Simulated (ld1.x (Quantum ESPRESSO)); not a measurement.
The numbers below are computed, except where a source is named.
**Pseudopotentials across the periodic table**

Generated with ld1.x 7.5 (TM, RRKJ, ultrasoft, PAW), atompaw 4.2 or ONCVPSP 4.0.1. The cutoff is in Ry: for ld1.x and atompaw files where the sum of valence levels is converged to 10 mRy in a Bessel basis, for ONCV files where the hardest occupied wave has 1 mHa per electron of residual kinetic energy. The error is the largest all-electron minus pseudo excitation energy over each file’s own four to seven test configurations (ionisations up to +4, promotions, holes and added fractions of an electron), all of which were solved. The labels leave out finer settings (local radius, basis sizes, second energies), which also bear on the numbers. Spin-polarised tests are not counted. The rows are a selection from randomly drawn settings: files with unsolved tests, undetermined cutoffs or missed reference levels are left out.

A true bound ghost makes a file unfit for plane-wave use even where its test errors are small: the radial tests pick states by their node count and pass the ghost by.

```csv
element,potential,cutoff (Ry),largest error (meV),bound ghosts
B,"PAW, PBE, scalar-relativistic, rc 1.15/2.20/1.90 (spd), local smoothed, core correction yes, reference 2s2 2p0",21,-1.7,none
P,"RRKJ, BLYP, scalar-relativistic, rc 1.30/1.75/1.75 (spd), local d, core correction yes, reference 3s2 3p2.5",25,+243,none
Ni,"PAW, PBE, scalar-relativistic, rc 0.88/1.15/1.55/1.70 (spdf), local f, core correction yes, reference 3s2 3p6 3d8 4s1.75 4p0.25",80,+93,none
Ge,"TM, LDA (PZ), scalar-relativistic, rc 1.60/1.85/1.80 (spd), local d, core correction yes, reference 4s2 4p0.5",18,-22,"s, p"
Pd,"TM, LDA (PZ), scalar-relativistic, rc 1.10/1.15/1.70 (spd), local p, core correction no, reference 4s2 4p6 4d8 5s0 5p0",140,+117,none
Cd,"PAW, LDA (PZ), scalar-relativistic, rc 1.32/1.95/1.20 (spd), local smoothed, core correction yes, reference 4s2 4p6 4d10 5s1 5p1",80,+25,none
```

Task: Fill in the row for P: RRKJ, PW91, scalar-relativistic, rc 1.55/1.20 (sp), local s, core correction yes, reference 3s2 3p1.

Result: cutoff 70 Ry, largest error +27 meV, bound ghosts: none.

Task: Fill in the row for Bi: TM, LDA (PZ), scalar-relativistic, rc 1.90/1.85/2.00 (spd), local s, core correction yes, reference 6s1 6p4.

Result: cutoff 35 Ry, largest error -615 meV, bound ghosts: d.

Task: Fill in the row for Mo: PAW, BLYP, scalar-relativistic, rc 3.20/4.75/2.85 (spd), local smoothed, core correction yes, reference 4d5 5s1 5p0.

Result: cutoff 12 Ry, largest error -401 meV, bound ghosts: none.
